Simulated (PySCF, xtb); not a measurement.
F4Se, SMILES F[Se+](F)(F)F, charge +1, multiplicity 2.

Harmonic wavenumbers (cm⁻¹) from GFN2-xTB (xtb) at its own minimum, in rising order: 143, 145, 182, 251, 254, 287, 371, 534, 562.

Problem. What does PBE-D3(BJ)/def2-SVP (PySCF) give at its own minimum? (The exact figures need the calculation; the answer reports its results.)

Solution. 163, 170, 255, 281, 302, 568, 571, 737, 751. Paired by order, the mean absolute difference is 119 cm⁻¹ and the zero-point energies are 3.9 and 5.4 kcal/mol.
